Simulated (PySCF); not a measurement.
HIn, charge -1, doublet, geometry from GFN2-xTB (such geometries of metal compounds can be far from the true shape) (a state made from the parent by changing its charge; the spin is typed, not shown lowest) (core potentials on In) (in this run its highest filled SCF level lies above zero, so its values depend strongly on the basis, on diffuse functions most of all); PySCF with HF/def2-SVP.

Input for PySCF:
```python
from pyscf import gto, scf

mol = gto.M(
    atom='''
In   -0.000000   -0.000000   -0.035763
H     0.000000    0.000000    1.752387
''',
    basis='def2-svp',
    ecp={'In': 'def2-svp'},
    charge=-1,
    spin=1,
    verbose=4,
)

mf = scf.UHF(mol)
mf.level_shift = 1.0
mf.max_cycle = 100
mf.kernel()
```

What does PySCF print? Leave out banner, timings and long lists.


```
PySCF version 2.14.0

[INPUT] verbose = 4
[INPUT] num. atoms = 2
[INPUT] num. electrons = 23
[INPUT] charge = -1
[INPUT] spin (= nelec alpha-beta = 2S) = 1
[INPUT] symmetry False subgroup None
[INPUT] Mole.unit = angstrom
[INPUT] Symbol           X                Y                Z      unit          X                Y                Z       unit  Magmom
[INPUT]  1 In     0.000000000000   0.000000000000  -0.035763000000 AA    0.000000000000   0.000000000000  -0.067582275393 Bohr   0.0
[INPUT]  2 H      0.000000000000   0.000000000000   1.752387000000 AA    0.000000000000   0.000000000000   3.311531494248 Bohr   0.0

nuclear repulsion = 6.21464722160893
number of shells = 13
number of NR pGTOs = 68
number of NR cGTOs = 31
basis = def2-svp
ecp = {'In': 'def2-svp'}

******** <class 'pyscf.scf.uhf.UHF'> ********
method = UHF
initial guess = minao
damping factor = 0
level_shift factor = 1.0
DIIS = <class 'pyscf.scf.diis.CDIIS'>
diis_start_cycle = 1
diis_space = 8
diis_damp = 0
SCF conv_tol = 1e-09
SCF conv_tol_grad = None
SCF max_cycles = 100
direct_scf = True
direct_scf_tol = 1e-13
number electrons alpha = 12  beta = 11
Set gradient conv threshold to 3.16228e-05
init E= -168.162114430447

cycle= 1 E= -189.51556343426  delta_E= -21.4  |g|= 1.01  |ddm|= 8.11
cycle= 2 E= -189.690853072314  delta_E= -0.175  |g|= 0.226  |ddm|= 0.758
cycle= 3 E= -189.726664518455  delta_E= -0.0358  |g|= 0.115  |ddm|= 0.348
cycle= 4 E= -189.740306263473  delta_E= -0.0136  |g|= 0.0775  |ddm|= 0.208
cycle= 5 E= -189.747757963006  delta_E= -0.00745  |g|= 0.054  |ddm|= 0.157
cycle= 6 E= -189.751831551583  delta_E= -0.00407  |g|= 0.0389  |ddm|= 0.117
cycle= 7 E= -189.754097804444  delta_E= -0.00227  |g|= 0.0275  |ddm|= 0.0915
cycle= 8 E= -189.755249656639  delta_E= -0.00115  |g|= 0.0193  |ddm|= 0.0665
cycle= 9 E= -189.755805040669  delta_E= -0.000555  |g|= 0.0135  |ddm|= 0.0462
cycle= 10 E= -189.756072013124  delta_E= -0.000267  |g|= 0.00941  |ddm|= 0.032
cycle= 11 E= -189.756198749751  delta_E= -0.000127  |g|= 0.00653  |ddm|= 0.0219
cycle= 12 E= -189.756259170837  delta_E= -6.04e-05  |g|= 0.00452  |ddm|= 0.0152
cycle= 13 E= -189.756288061198  delta_E= -2.89e-05  |g|= 0.00317  |ddm|= 0.0105
cycle= 14 E= -189.756302310416  delta_E= -1.42e-05  |g|= 0.00221  |ddm|= 0.00755
cycle= 15 E= -189.756309251714  delta_E= -6.94e-06  |g|= 0.00155  |ddm|= 0.00532
cycle= 16 E= -189.756312721922  delta_E= -3.47e-06  |g|= 0.00109  |ddm|= 0.00386
cycle= 17 E= -189.756314460103  delta_E= -1.74e-06  |g|= 0.000767  |ddm|= 0.00279
cycle= 18 E= -189.756315326917  delta_E= -8.67e-07  |g|= 0.000544  |ddm|= 0.002
cycle= 19 E= -189.756315770635  delta_E= -4.44e-07  |g|= 0.000386  |ddm|= 0.00148
cycle= 20 E= -189.756315996478  delta_E= -2.26e-07  |g|= 0.000276  |ddm|= 0.00107
cycle= 21 E= -189.756316113251  delta_E= -1.17e-07  |g|= 0.000198  |ddm|= 0.000779
cycle= 22 E= -189.756316174051  delta_E= -6.08e-08  |g|= 0.000143  |ddm|= 0.000565
cycle= 23 E= -189.756316206303  delta_E= -3.23e-08  |g|= 0.000103  |ddm|= 0.00042
cycle= 24 E= -189.756316223016  delta_E= -1.67e-08  |g|= 7.45e-05  |ddm|= 0.000302
cycle= 25 E= -189.756316231918  delta_E= -8.9e-09  |g|= 5.38e-05  |ddm|= 0.000224
cycle= 26 E= -189.756316236592  delta_E= -4.67e-09  |g|= 3.91e-05  |ddm|= 0.000166
cycle= 27 E= -189.756316239057  delta_E= -2.47e-09  |g|= 2.86e-05  |ddm|= 0.000122
cycle= 28 E= -189.75631624039  delta_E= -1.33e-09  |g|= 2.08e-05  |ddm|= 9.4e-05
cycle= 29 E= -189.756316241078  delta_E= -6.88e-10  |g|= 1.52e-05  |ddm|= 6.82e-05
Extra cycle  E= -189.756316241719  delta_E= -6.42e-10  |g|= 5.95e-06  |ddm|= 0.000107
converged SCF energy = -189.756316241719  <S^2> = 0.76097004  2S+1 = 2.0109401
```
